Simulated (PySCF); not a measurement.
Spin–spin coupling constants

Geometry (Å), atoms numbered from 1 in this order:
```xyz
14

C     3.221   -0.011    0.959
C     1.802   -0.375    0.692
C     0.639    0.352    0.844
N    -0.349   -0.485    0.433
Ge   -2.217   -0.271    0.377
N     0.175   -1.660    0.055
N     1.452   -1.598    0.207
H     3.567    0.798    0.298
H     3.852   -0.892    0.779
H     3.371    0.318    1.998
H     0.448    1.364    1.194
H    -2.721   -1.393   -0.526
H    -2.466    1.130   -0.197
H    -2.740   -0.376    1.815
```

Indirect spin–spin couplings were computed at B3LYP/pcJ-1 (pcSseg-1 on Ge) (spin–dipole term only in couplings to heteroatoms) (PySCF 2.14.0 with density-fitted response routines) on a PBE0-D3(BJ)/def2-SVP structure, for the isolated molecule, without vibrational or relativistic corrections. Couplings are averaged over pairs made equivalent by symmetry, fast rotation or ring inversion, so a value needn't be that of the named pair in this geometry, while other rotamers aren't included; one pair stands for each set, and the list holds a selection of those of at least 0.8 Hz over up to four bonds.

Isotopes: 13C, 1H, 15N.

```
    pair  bonds  J (Hz)
  C1, C2      1    61.2
  C1, H8      1   134.5
  C2, C3      1    72.3
  C2, N7      1     7.5
  C3, N4      1   -10.5
 C3, H11      1       ?
  N4, N6      1   -19.1
  N6, N7      1   -19.0
  C1, C3      2     9.1
  C2, N4      2       ?
  C2, N6      2       ?
  C2, H8      2    -6.2
 C2, H11      2    11.4
  C3, N7      2     0.8
  N4, N7      2    -0.9
 N4, H11      2       ?
 N4, H12      2       ?
  H8, H9      2       ?
H12, H13      2    19.8
  C1, N6      3    -1.5
  C3, H8      3     4.3
 C3, H12      3     1.0
 N6, H12      3    -1.6
  N7, H8      3    -2.1
 N7, H11      3       ?
 H8, H11      4       ?
```

Q: Estimate the withheld couplings, with signs.

A: 
- 1J(C3,H11) = 198.0 Hz (bond length 1.087 Å, sp2 carbon)
- 2J(C2,N4) = -9.8 Hz (angle at C3 105°)
- 2J(C2,N6) = 3.6 Hz (angle at N7 110°)
- 2J(N4,H11) = -8.2 Hz (angle at C3 123°)
- 2J(N4,H12) = -4.9 Hz (mean over equivalent pairs that range from -6.2 to -3.5 Hz in this conformer)
- 2J(H8,H9) = -15.8 Hz (mean over equivalent pairs that range from -17.1 to -14.9 Hz in this conformer)
- 3J(N7,H11) = -1.4 Hz (dihedral angle 180°)
- 4J(H8,H11) = -1.0 Hz

Relativistic effects of the heavier atoms present are left out.
